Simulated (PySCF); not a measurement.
## Peak assignment

Atoms are numbered as in `[N:1]#[C:2][CH2:3][c:4]1[cH:5][cH:6][c:7]([F:8])[cH:9][cH:10]1`; H(Xn) means a hydrogen on atom n.

- J: B3LYP/pcJ-1 (spin–dipole term only in couplings to heteroatoms)
- PBE0-D3(BJ)/def2-SVP geometry
- NMR shieldings at PBE0/pcSseg-1/GIAO
- code: PySCF
- one computed conformer, equivalent nuclei averaged, no relativistic terms, isolated molecule

Scale: $^{13}$C, $^{1}$H against TMS (reference shieldings calculated alike).

**Question.** Assign these signals to the numbered atoms. $^{13}$C{$^{1}$H} NMR (computed): δ 170.4 (C, d, J = 318.5 Hz), 137.1 (CH, d, J = 5.6 Hz), 131.3 (C), 122.1 (C), 121.8 (CH, d, J = 19.5 Hz), 24.3 (CH2).

**Answer.** 
170.4 → C7, aromatic carbon bearing fluorine: an ipso carbon deshielded by its heteroatom
137.1 → C5/C10, aromatic CH: the aromatic region
131.3 → C4, substituted aromatic carbon
122.1 → C2, nitrile carbon: typical of a nitrile
121.8 → C6/C9, aromatic CH
24.3 → C3, sp3 CH2 on an aromatic ring: a saturated carbon with 2 carbon neighbours and no heteroatom attached

C2 and C6/C9 lie closer than the usual error of such a calculation, so a measured spectrum could show them in the other order.

**Question.** Assign these signals to the numbered atoms. $^{1}$H NMR (400 MHz, computed): δ 7.41 (dd, J = 9.5, 4.6 Hz, 2H), 7.22 (dd, J = 9.5, 8.4 Hz, 2H), 3.22 (s, 2H).

**Answer.** 
7.41 → H(C5)/H(C10), hydrogen on an aromatic CH: the ring current deshields protons in the ring plane
7.22 → H(C6)/H(C9), hydrogen on an aromatic CH
3.22 → H(C3), hydrogen on an sp3 CH2 on an aromatic ring: benzylic-type position, deshielded by the ring

C–F couplings over four or more bonds (about 3 Hz to the para carbon of a fluoroarene) are left out. Common functionals overestimate the size of one-bond C–F couplings by tens of Hz; these are unscaled. Multiplet labels drop couplings under 1 Hz and merge nearly equal ones. Couplings among chemically equivalent protons are left out too, so labels in AA′BB′ or AA′XX′ sets are apparent multiplicities. Unscaled 3J(H,H) at this level run about 10 % above measured values. Shifts are as computed. Against solution values, carbons near 30 ppm lie about +2 ppm off and those near 130 ppm about +5 ppm. Of 1211 compounds with measured shifts, 218 miss one by over three times the rms of a fit or turn the order of signals round; such compounds aren't used in these exercises.
